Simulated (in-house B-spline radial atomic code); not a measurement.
How numerical settings move a run on Zr II (Zr+), [Kr] 4d2 5s1. Computed with an all-electron radial atomic-structure program (B-spline basis): scalar-relativistic (X2C) PBE, spin-polarised, spherical fractional occupations, Fermi nucleus of rms radius 4.2694 fm.

Command:
```bash
python run_scf.py task.json out
```
Settings of the sound reference run:
```
Z                40
electrons        39
configuration    [Kr] 4d2 5s1
hamiltonian      x2c
method           pbe,pbe
spin_polarised   True
nucleus          fermi
rms_radius       4.2694
mass_number      90
atomic_mass      89.9047
speed_of_light   137.036
knot_spacing     0.22
spline_order     8
gauss_points     12
box_radius       35.29
max_iterations   70
damping          0.5
damped_steps     3
diis_vectors     10
tolerance        1e-08
start            Thomas-Fermi
```

Cost of the run: 0.19 s on 1 thread of Intel(R) Xeon(R) 6975P-C (shared host).

It converges in 10 iterations to -3597.647791 hartree, with 5s up at -10.5297 eV. The other runs change the listed settings, some to values that make no sense; their results aren't properties of the atom or ion. Radii are in bohr (the nuclear one in fm), a minus after a letter asks for a j subshell, and «unchanged» means within 1e-8 hartree. The run stops when the residual is below 10 × tolerance × max(1, Z/10), or a noise floor if that is larger, and the energy moves by less than 1e-8 × √|E| hartree; so very loose and very tight tolerances often act alike.

| changed settings | outcome |
| --- | --- |
| box_radius = 141.16, max_iterations = 5, start = bare nucleus | not converged after 5 iterations, last residual 1.5e-01, last energy +9.51e-01 hartree from the reference |
| electrons = 47, configuration = [Kr] 4d2 5s1 7s2 7p6, max_iterations = 50 | converged in 26 iterations to -3596.8428 hartree, a different physical problem (warning: 5s up has a positive eigenvalue: unbound, held by the box) |
| max_iterations = 12 | converged in 10 iterations, energy unchanged |
| spline_order = 5 | converged in 10 iterations, energy +4.97e-05 hartree from the reference, 5s up level +5.7e-06 eV |
| spline_order = 10 | converged in 10 iterations, energy +1.61e-06 hartree from the reference, 5s up level -6.1e-06 eV |
| diis_vectors = 0 | converged in 19 iterations, energy unchanged, 5s up level +2.7e-06 eV |
| box_radius = 5.29, max_iterations = 50, start = bare nucleus | converged in 11 iterations, energy +7.05e-02 hartree from the reference, 5s up level +2.1e+00 eV (the program warns: 5s up reaches the box edge; 4s up reaches the box edge) |
| diis_vectors = 4 | converged in 10 iterations, energy unchanged, 5s up level +8.1e-06 eV |
| diis_vectors = 2 | converged in 16 iterations, energy unchanged, 5s up level +5.7e-06 eV |
| spline_order = 6 | converged in 10 iterations, energy +2.43e-06 hartree from the reference, 5s up level +1.3e-06 eV |
| max_iterations = 5 | not converged after 5 iterations, last residual 2.8e-03, last energy +3.53e-04 hartree from the reference |
| hamiltonian = dirac, method = hf | stopped with error: spin polarisation is not served with the Dirac Hamiltonian |
| knot_spacing = 0.55, first_knot = 0.0025, max_iterations = 50, damped_steps = 0, diis_vectors = 1 | not converged after 50 iterations, last residual 3.5e-02, last energy +1.68e-01 hartree from the reference |
| max_iterations = 3 | not converged after 3 iterations, last residual 2.4e-02, last energy +3.13e-02 hartree from the reference |
| box_radius = 70.58, max_iterations = 100, damping = 0.2, diis_vectors = 0, tolerance = 0.0001 | converged in 16 iterations, energy +7.91e-08 hartree from the reference, 5s up level +1.1e-03 eV |

Question: What happens with max_iterations = 8?

Answer: Not converged after 8 iterations, last residual 1.3e-05, last energy +1.10e-09 hartree from the reference.

Question: What happens with max_iterations = 2?

Answer: Not converged after 2 iterations, last residual 1.8e-01, last energy +1.28e+00 hartree from the reference.

Question: What happens with spline_order = 3?

Answer: Converged in 10 iterations, energy +9.22e-02 hartree from the reference, 5s up level +6.4e-03 eV.

Question: What happens with electrons = 40, configuration = [Kr] 4d2 5s1 6p-1, max_iterations = 60?

Answer: Stopped with error: j subshells need the Dirac Hamiltonian and l > 0.
